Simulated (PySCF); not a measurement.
Which orbitals make which state

C5H4FN.
InChI=1S/C5H4FN/c6-5-2-1-4(5)3-7/h2,4H,1H2/t4-/m1/s1

The calculation used TDDFT CAM-B3LYP/def2-SVPD, vertical, gas phase, core orbitals frozen in the response in PySCF. Isolated species at its PBE0-D3(BJ)/def2-SVP geometry, gas phase.

Orbital energies (eV): HOMO-3 -12.01, HOMO-2 -10.96, HOMO-1 -10.93, HOMO -9.32, LUMO 0.76, LUMO+1 1.02, LUMO+2 1.32.

Q: Among the lowest singlets, which states do these configurations lead, and at what energies: HOMO→LUMO+1, HOMO→LUMO, HOMO→LUMO+2?

A: 

```tsv
state	leading configuration	weight	Δε (eV)	E (eV)	E − Δε (eV)	f	other configurations
S1	HOMO→LUMO	0.85	10.08	7.02	-3.07	0.081	–
S2	HOMO→LUMO+1	0.89	10.34	7.27	-3.07	0.039	–
S3	HOMO→LUMO+2	0.64	10.64	7.39	-3.26	0.073	H-2→L+1 (9%)
```

E − Δε runs from -3.26 to -3.07 eV. Among themselves, these states come in the order of their orbital differences. Δε is the difference of the two orbital energies.

H and L stand for HOMO and LUMO. The other states: S4 7.48 eV, f 0.012, H-2→L+1 (19%), H→L+2 (17%), H-2→L+5 (13%); S5 7.81 eV, f 0.0020, H-2→L+4 (18%), H-1→L+1 (17%), H-1→L+5 (13%); S6 7.82 eV, f 0.030, H-1→L+4 (21%), H-1→L (18%), H-2→L (10%).

Summed over the main configurations (up to three a state, each over 8%) of all 6 singlets, the electron leaves HOMO with weight 2.54, HOMO-1 with weight 0.69 and HOMO-2 with weight 0.68.
